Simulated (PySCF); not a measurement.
Compound: C₆H₅NO.
Atom-mapped SMILES: `[O:1]=[CH:2][c:3]1[cH:4][cH:5][cH:6][cH:7][n:8]1` (hydrogens: H9 on C2; H10 on C4; H11 on C5; H12 on C6; H13 on C7)

The same species was optimised twice, with GFN2-xTB and with PBE0-D3(BJ)/def2-SVP (PySCF), and the same property calculations (PySCF, gas phase) were run on both structures.

| coordinate | GFN2-xTB | PBE0-D3(BJ)/def2-SVP | change |
| --- | --- | --- | --- |
| C2–C3 (Å) | 1.477 | 1.490 | +0.013 |
| C7–N8 (Å) | 1.316 | 1.327 | +0.011 |
| C5–C6 (Å) | 1.386 | 1.394 | +0.008 |
| C6–C7 (Å) | 1.391 | 1.397 | +0.006 |
| C4–C5 (Å) | 1.385 | 1.390 | +0.005 |
| C3–C4 (Å) | 1.395 | 1.398 | +0.003 |
| C3–N8 (Å) | 1.332 | 1.334 | +0.002 |
| O1=C2 (Å) | 1.203 | 1.204 | +0.001 |
| O1–C2–C3 (°) | 124.9 | 124.0 | -0.9 |
| C4–C3–N8 (°) | 122.9 | 123.8 | +0.9 |
| C2–C3–C4 (°) | 121.1 | 120.2 | -0.9 |
| C3–N8–C7 (°) | 118.2 | 117.7 | -0.5 |
| C3–C4–C5 (°) | 118.4 | 118.1 | -0.3 |
| C5–C6–C7 (°) | 118.5 | 118.8 | +0.3 |
| C6–C7–N8 (°) | 123.4 | 123.2 | -0.2 |
| C4–C5–C6 (°) | 118.6 | 118.4 | -0.2 |
| O1–C2–C3–C4 (°) | 0 | -1 | -1 |

Rotational constants: A = 5457, B = 1630, C = 1255 MHz (GFN2-xTB) against A = 5381, B = 1626, C = 1249 MHz (PBE0-D3(BJ)/def2-SVP). Point groups within 0.08 Å: Cs and Cs.

On the GFN2-xTB structure: HOMO (eV) -7.56 [PBE0/pcSseg-1]; LUMO (eV) -2.19 [PBE0/pcSseg-1]; dipole (D) 3.79 [PBE0/pcSseg-1]; GIAO shielding of O1 (ppm) -347.8 [PBE0/pcSseg-1]; GIAO shielding of C2 (ppm) -14.3 [PBE0/pcSseg-1]; GIAO shielding of C3 (ppm) 29.5 [PBE0/pcSseg-1]; GIAO shielding of C4 (ppm) 58.5 [PBE0/pcSseg-1]; GIAO shielding of C5 (ppm) 44.2 [PBE0/pcSseg-1]; GIAO shielding of C6 (ppm) 53.9 [PBE0/pcSseg-1]; GIAO shielding of C7 (ppm) 31.2 [PBE0/pcSseg-1]; GIAO shielding of N8 (ppm) -99.2 [PBE0/pcSseg-1].

**Question.** What do these properties become on the PBE0-D3(BJ)/def2-SVP structure?

**Answer.** 
| property | level | on GFN2-xTB | on PBE0-D3(BJ)/def2-SVP | change |
| --- | --- | --- | --- | --- |
| HOMO (eV) | PBE0/pcSseg-1 | -7.56 | -7.57 | -0.01 |
| LUMO (eV) | PBE0/pcSseg-1 | -2.19 | -2.17 | +0.02 |
| dipole (D) | PBE0/pcSseg-1 | 3.79 | 3.71 | -0.08 |
| energy, GFN2-xTB geometry as zero (kcal/mol) | PBE0/pcSseg-1 | 0.0 | -0.2 | -0.2 |
| GIAO shielding of O1 (ppm) | PBE0/pcSseg-1 | -347.8 | -343.9 | +3.9 |
| GIAO shielding of C2 (ppm) | PBE0/pcSseg-1 | -14.3 | -14.4 | -0.1 |
| GIAO shielding of C3 (ppm) | PBE0/pcSseg-1 | 29.5 | 27.7 | -1.8 |
| GIAO shielding of C4 (ppm) | PBE0/pcSseg-1 | 58.5 | 57.3 | -1.2 |
| GIAO shielding of C5 (ppm) | PBE0/pcSseg-1 | 44.2 | 42.3 | -1.9 |
| GIAO shielding of C6 (ppm) | PBE0/pcSseg-1 | 53.9 | 51.5 | -2.4 |
| GIAO shielding of C7 (ppm) | PBE0/pcSseg-1 | 31.2 | 28.7 | -2.5 |
| GIAO shielding of N8 (ppm) | PBE0/pcSseg-1 | -99.2 | -100.3 | -1.1 |

The heavy atoms differ by 0.012 Å rms after alignment. Among bonds between heavy atoms C2–C3 changes most (+0.013 Å). Changes are differences of the printed values. Neither structure is proved a minimum here.

Conformer computed: `[O:1]=[CH:2][c:3]1[cH:4][cH:5][cH:6][cH:7][n:8]1`: O1–C2–C3–C4 -1°.
